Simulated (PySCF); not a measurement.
C₂H₆AlFO. Atoms are numbered in the order given.

```xyz
11

Al     0.0454    -0.5595     0.0000
F      1.0214    -1.9162     0.0000
C      0.8179     1.2244     0.0000
C     -0.1839     2.3896     0.0000
H      1.4930     1.2902    -0.8738
H      1.4930     1.2902     0.8738
H     -0.8413     2.3617     0.8837
H     -0.8413     2.3617    -0.8837
H      0.3256     3.3681     0.0000
O     -1.6388    -0.7773     0.0000
H     -2.1049    -1.6181     0.0000
```
Charge 0, spin multiplicity 1.

Geometry: B3LYP-D3(BJ)/def2-SVP. Other conformers were not sampled.

These are PySCF 2.14.0 with TDA-LC-ωPBE/def2-SVPD values and carry that method's errors.

Vertical excitations. The molecule is in vacuum. State labels are in the subgroup Cs.

```json
[
 {"state": "S1", "symmetry": "A'", "energy (eV)": "7.47", "λ (nm)": "166", "f": "0.120", "main pairs": "HOMO→LUMO 80 %"},
 {"state": "S2", "symmetry": "A\"", "energy (eV)": "7.69", "λ (nm)": "161", "f": "0.021", "main pairs": "HOMO→LUMO+1 88 %"},
 {"state": "S3", "symmetry": "A\"", "energy (eV)": "8.07", "λ (nm)": "154", "f": "0.087", "main pairs": "HOMO−1→LUMO 71 %"},
 {"state": "S4", "symmetry": "A'", "energy (eV)": "8.41", "λ (nm)": "147", "f": "0.046", "main pairs": "HOMO−3→LUMO 70 %"},
 {"state": "S5", "symmetry": "A'", "energy (eV)": "8.95", "λ (nm)": "139", "f": "0.142", "main pairs": "HOMO→LUMO+3 76 %"},
 {"state": "S6", "symmetry": "A\"", "energy (eV)": "9.08", "λ (nm)": "136", "f": "0.008", "main pairs": "HOMO−3→LUMO+1 93 %"},
 {"state": "S7", "symmetry": "A\"", "energy (eV)": "9.17", "λ (nm)": "135", "f": "0.004", "main pairs": "HOMO−2→LUMO 73 %"},
 {"state": "S8", "symmetry": "A'", "energy (eV)": "9.29", "λ (nm)": "133", "f": "0.060", "main pairs": "HOMO−1→LUMO+1 70 %"},
 {"state": "S9", "symmetry": "A'", "energy (eV)": "9.42", "λ (nm)": "132", "f": "0.036", "main pairs": "HOMO→LUMO+2 45 %, HOMO→LUMO+4 19 %, HOMO−1→LUMO+1 10 %"},
 {"state": "S10", "symmetry": "A\"", "energy (eV)": "9.72", "λ (nm)": "128", "f": "0.004", "main pairs": "HOMO−1→LUMO+2 41 %, HOMO−1→LUMO+4 20 %, HOMO−1→LUMO+3 14 %"},
 {"state": "T1", "symmetry": "A'", "energy (eV)": "6.72", "λ (nm)": "184", "f": "0", "main pairs": "HOMO→LUMO 68 %, HOMO→LUMO+4 13 %"},
 {"state": "T2", "symmetry": "A\"", "energy (eV)": "6.91", "λ (nm)": "179", "f": "0", "main pairs": "HOMO→LUMO+1 88 %"},
 {"state": "T3", "symmetry": "A\"", "energy (eV)": "7.54", "λ (nm)": "164", "f": "0", "main pairs": "HOMO−1→LUMO 67 %, HOMO−1→LUMO+2 11 %"},
 {"state": "T4", "symmetry": "A'", "energy (eV)": "7.93", "λ (nm)": "156", "f": "0", "main pairs": "HOMO−3→LUMO 62 %, HOMO−3→LUMO+2 10 %"}
]
```
Triplets are in the Tamm–Dancoff approximation.
